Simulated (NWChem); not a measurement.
Molecule: CH4O3Si; SMILES O=C[SiH](O)O

```xyz
9

O      0.3476    -1.9092    -0.6447
C     -0.5221    -1.2476    -0.1202
Si    -0.0248     0.5273     0.4345
O     -0.9524     1.5292    -0.5032
O      1.5916     0.5454     0.1013
H     -1.5534    -1.6769    -0.0083
H     -0.2322     0.8295     1.8759
H     -0.8971     2.4773    -0.3511
H      1.8279    -0.2310    -0.4302
```
Atoms are numbered in this order, from 1.

Computed with NWChem. Coordinates come from a PBE0/def2-SVP optimisation. Level: PBE0/def2-SVP with SMD (1 M gas to 1 M solution), gas-phase geometry. Reactions with the solvent are ignored.

For solvent toluene:

* **solvation free energy (kcal/mol)**: -3.9
* **cavity-dispersion-structure term (kcal/mol)**: -1.2
* **dipole in solution (D)**: 2.32

Question: What are these values for solvent water?

Answer: The solvation free energy (kcal/mol) is -7.3, the cavity-dispersion-structure term (kcal/mol) is 4.2 and the dipole in solution (D) is 2.76.
